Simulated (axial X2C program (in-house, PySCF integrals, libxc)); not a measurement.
TeO: nuclear properties from DFT to coupled cluster

Computed with an axial X2C code built on PySCF integrals: two-component X2C with atomic mean-field Coulomb and Gaunt terms, Gaussian nuclei, basis Te dyall-acv3z, O dyall-av3z with contracted cores.

R = 1.815 Å (near the PBE0 minimum at charge 0 of the determinant lowest at the starting distance; the state shown can have its own minimum elsewhere); state Ω = 1 (⟨Sz⟩ = 1.00, ⟨Lz⟩ = 0.00 at PBE0).

| level | Eeff magnitude (GV/cm) | Ws magnitude Te (kHz) | A∥/gI Te (MHz) | qzz Te (a.u.) | A∥/gI O (MHz) | μ (D) |
| --- | --- | --- | --- | --- | --- | --- |
| PBE0 | 0.878 | 0.0548 | -777 | 2.91 | -70.9 | -2.92 |
| HF | 2.4 | 1.91 | 117 | 5.18 | -169 | -2.64 |
| B3LYP | 1.42 | 0.387 | -703 | 3.36 | -74 | -2.91 |

Eeff is the effective electric field on the electron electric dipole moment in this Ω state and Ws the scalar–pseudoscalar constant of the nucleus named (defined with the proton number Z and per Ω); A∥ (defined per Ω) follows by multiplying with gI = μI/(I μN); qzz is the electric field gradient, eQq0 = 234.96 MHz × Q/barn × qzz; μ is positive if the O end (last atom) is positive. The operators were transformed with the bare-nucleus X2C matrices; with these basis sets, hyperfine constants and field gradients can be off by tens of per cent, and where levels differ in sign neither size nor sign is settled.

Finite-field MP2, CCSD and CCSD(T), with 22 electrons correlated in 130 natural virtual spinors (MP2 remainder added):

| level | Eeff magnitude (GV/cm) | Ws magnitude Te (kHz) | A∥/gI Te (MHz) | qzz Te (a.u.) | A∥/gI O (MHz) | μ (D) |
| --- | --- | --- | --- | --- | --- | --- |
| MP2 | 4.56 | 1.96 | -1950 | -3.77 | 179 | -5.36 |
| CCSD | 1.25 | 0.219 | -700 | 1.97 | -37.2 | -3.33 |
| CCSD(T) | 1.67 | 0.459 | -828 | 1.46 | -3.99 | -3.37 |

T1 = 0.043 (Lee–Taylor), a sign of multireference character. One unrestricted determinant, the lowest of a limited PBE0 search, is the reference; the functionals treat spin collinearly. With several open shells it need not be a pure state. The sign of Eeff is opposite to CCSD(T) at HF. Eeff spreads by more than a factor of two over the levels. Correlation of the inner shells is missing, which matters for properties at the nucleus. Number of frozen shells: Te 4 s, 3 p, 1 d; O 1 s.

Task: By how much does correlation change each value, CCSD(T) against HF?

Result: A∥/gI Te from 117 to -828, a change of sign; qzz Te -72 %; A∥/gI O -98 %; μ 28 %.
